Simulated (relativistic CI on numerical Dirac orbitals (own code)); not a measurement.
# Spin-allowed bands of a d2 ion in an octahedral site, by hand

Problem. Take Δ = 18000 cm⁻¹ and B = 820 cm⁻¹ for a d2 ion in an octahedral site. Calculate the three spin-allowed bands.

Working.
1. The terms of highest spin are 3F (energy 0) and 3P (15B = 12300 cm⁻¹). Here the F term splits into A2 at +1.2Δ = 21600, T2 at +0.2Δ = 3600 and T1 at −0.6Δ = -10800 cm⁻¹.
2. The two T1 states mix through the element 0.4Δ: H = [[-10800, 7200], [7200, 12300]], with roots ½(H₁₁ + H₂₂) ∓ ½√[(H₂₂ − H₁₁)² + 4H₁₂²] = ½(1500) ∓ ½(27221) = -12860 and 14360 cm⁻¹.
3. The ground term is 3T1 at -12860 cm⁻¹.
4. Bands: 3T2 16460 cm⁻¹ (608 nm), 3T1(P) 27221 cm⁻¹ (367 nm), 3A2 34460 cm⁻¹ (290 nm).

Check. Exact diagonalisation of the whole d2 shell with these parameters gives 3T2 16460, 3T1 27221, 3A2 34460 cm⁻¹. The match is exact, since without spin-orbit coupling no other term has this spin. The ratio of the second band to the first, 1.654, depends on Δ/B = 22.0 alone, which is how a Tanabe-Sugano diagram is read.
